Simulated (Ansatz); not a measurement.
Basis-set series for `C=C=C=[N][AlH2]`. Charge 0, multiplicity 1. Geometry: relaxed with PBE0-D4/def2-TZVP.

```
functional       basis  functions  energy (Eh)  HOMO (eV)  LUMO (eV)
   PBE0-D4    def2-SVP         94   -413.31121      -6.00      -2.16
   PBE0-D4  def2-TZVPP        222   -413.58441      -6.03      -2.22
   ωB97M-V    def2-SVP         94   -413.53631      -8.02       0.03
   ωB97M-V  def2-TZVPP        222   -413.81725      -8.09      -0.10
```

(1) Give the rows for def2-QZVPP. (Best estimate.)

## Answers

(1) The calculation gave: 
```
functional       basis  functions  energy (Eh)  HOMO (eV)  LUMO (eV)
   PBE0-D4  def2-QZVPP        418   -413.60087      -6.04      -2.24
   ωB97M-V  def2-QZVPP        418   -413.83254      -8.10      -0.14
```

All numbers were calculated with Ansatz.
